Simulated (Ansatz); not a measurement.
CH₄FOSn, SMILES `C[O][SnH][F]` radical, relaxed with UKS PBE0-D4/def2-TZVP in Ansatz from a PBE-D4/def2-SVP geometry. The force threshold is 0.005 eV/Å; the program also tests the step.

Total charge 0; spin multiplicity 2. Sn takes the def2 core potential.

Start:

```xyz
8

C     0.654   -1.037    0.127
O    -0.456   -0.381    0.702
Sn   -0.739    1.625    0.460
F     0.166    1.857   -1.289
H     1.478   -1.176    0.866
H     1.059   -0.512   -0.767
H     0.328   -2.056   -0.186
H    -2.489    1.679    0.087
```

```
step  energy (eV)  largest force (eV/Å)  largest move (Å)
   1  -11694.1785                 1.090             0.000
   2  -11694.2809                 0.276             0.085
   3  -11694.2885                 0.050             0.027
   4  -11694.2898                 0.046             0.026
   5  -11694.2920                 0.075             0.069
   6  -11694.2924                 0.077             0.025
   7  -11694.2926                 0.056             0.014
   8  -11694.2928                 0.015             0.014
   9  -11694.2929                 0.017             0.015
  10  -11694.2929                 0.019             0.011
  11  -11694.2929                 0.008             0.005
  12  -11694.2929                 0.002             0.002
```

End:

```xyz
8

C     0.663   -1.066    0.114
O    -0.509   -0.405    0.530
Sn   -0.741    1.541    0.431
F     0.115    1.961   -1.255
H     1.427   -1.060    0.901
H     1.092   -0.631   -0.795
H     0.403   -2.108   -0.092
H    -2.449    1.766    0.166
```

Run time 41 s (4 threads of an Arm Neoverse V2 on a shared host); peak host memory 0.47 GiB.
